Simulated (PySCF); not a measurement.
Numbering as in the mapped SMILES `[CH3:1]/[N:2]=[CH:3]\[SiH2:4][O:5][SiH3:6]`. Hydrogens are named by the atom that carries them.

[PySCF 2.14: σ from GIAO-PBE0/pcSseg-1; geometry: GFN2-xTB; equivalent nuclei averaged; one conformer; gas phase; non-relativistic]

Referencing at the same level of theory: ¹³C (σ = 186.93 ppm) and ¹H (σ = 31.72 ppm) and ²⁹Si (σ = 349.16 ppm) against TMS; NH3 for ¹⁵N (σ = 267.73 ppm); ¹⁷O (σ = 336.08 ppm) against H2O.

| atoms | nucleus | count | Hirshfeld charge | δ (ppm) |
| --- | --- | --- | --- | --- |
| C3 | ¹³C | 1 | -0.06 | 179.9 |
| C1 | ¹³C | 1 | -0.07 | 53.8 |
| H(C3) | ¹H | 1 | 0.04 | ? |
| H(Si4) | ¹H | 2 | -0.08 | ? |
| Si4 | ²⁹Si | 1 | 0.40 | -46.8 |
| H(C1) | ¹H | 3 | 0.05 | 3.81 |
| Si6 | ²⁹Si | 1 | 0.40 | -43.0 |
| N2 | ¹⁵N | 1 | -0.14 | 477.2 |
| H(Si6) | ¹H | 3 | -0.08 | ? |
| O5 | ¹⁷O | 1 | -0.30 | -8.2 |

Problem. Fill in the missing shifts.

Solution. 
- H(C3): 8.56 ppm, hydrogen on a C=N carbon
- H(Si4): 5.62 ppm, hydrogen on a silicon bonded to C, O
- H(Si6): 5.27 ppm, hydrogen on a silicon bonded to O

Shifts are as computed. Against solution values, carbons near 30 ppm lie about +3 ppm off and those near 130 ppm about +5 ppm. Of 1211 compounds with measured shifts, 218 miss one by over three times the rms of a fit or turn the order of signals round; such compounds aren't used in these exercises. Experimental scales use liquid or dissolved standards, which lie at an offset from isolated NH3 (liquid NH3: subtract about 20 ppm) and H2O (liquid H2O: subtract about 36 ppm). Unscaled 15N shifts of sp2 nitrogen come out 20 to 40 ppm too high even then.
